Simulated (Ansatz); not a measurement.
Geometry optimisation, RKS B3LYP/def2-SVP (Ansatz 0.2.0).

Input:

```yaml
crystal:
  periodic: [false, false, false]
  atoms:
    - { symbol: Ge, position_ang: [-0.52262, -0.113754, -0.447662] }
    - { symbol: F, position_ang: [0.090251, 0.701166, 2.254804] }
    - { symbol: H, position_ang: [0.509809, -1.001747, 0.259992] }
    - { symbol: H, position_ang: [-0.116093, 1.363685, -0.495682] }
    - { symbol: H, position_ang: [-0.76161, -0.633641, -1.886754] }
    - { symbol: S, position_ang: [-2.52442, -0.128161, 0.596778] }
    - { symbol: H, position_ang: [-2.694583, -1.468109, 0.508912] }
    - { symbol: H, position_ang: [-0.771734, 0.407762, 2.433211] }
basis:
  gaussian: { orbitals: def2-SVP }
hamiltonian:
  xc: b3lyp
relax:
  f_tol: 0.03
  max_steps: 50
```

Run as:

```bash
$ ansatz run input.yaml --threads 2 --pin off --max-ram 3072MiB --backend cpu --events-out ev --progress --plain --runs-dir out
```

**Question.** Where does it end, and by what steps?

**Answer.** It converged. The force dipped under the threshold on the way, but the program's further checks kept it going. After 13 steps the energy has fallen by 0.106 eV; H7 moved furthest, 0.37 Å.

```csv
step,energy less start (eV),largest force component (eV/Å),accepted
0,0.0000,0.418,yes
1,0.0024,2.268,no
2,-0.0486,0.637,yes
3,-0.0694,0.564,yes
4,-0.0573,1.694,no
5,-0.0912,0.325,yes
6,-0.1020,0.120,yes
7,-0.1005,0.154,no
8,-0.1053,0.060,yes
9,-0.1057,0.027,yes
10,-0.1059,0.077,yes
11,-0.1060,0.067,yes
12,-0.1055,0.125,no
13,-0.1062,0.021,yes
```

```xyz
8
Properties=species:S:1:pos:R:3
Ge -0.493 -0.113 -0.567
F -0.094 0.614 2.554
H 0.510 -1.053 0.116
H -0.023 1.346 -0.580
H -0.813 -0.600 -1.994
S -2.427 -0.073 0.639
H -2.490 -1.415 0.807
H -0.962 0.420 2.248
```

Whether the end is a true minimum wasn't checked by a vibrational analysis.

Run time: 50 s on 2 threads of Arm Neoverse N1, with other jobs on the host, peak memory 0.18 GiB.
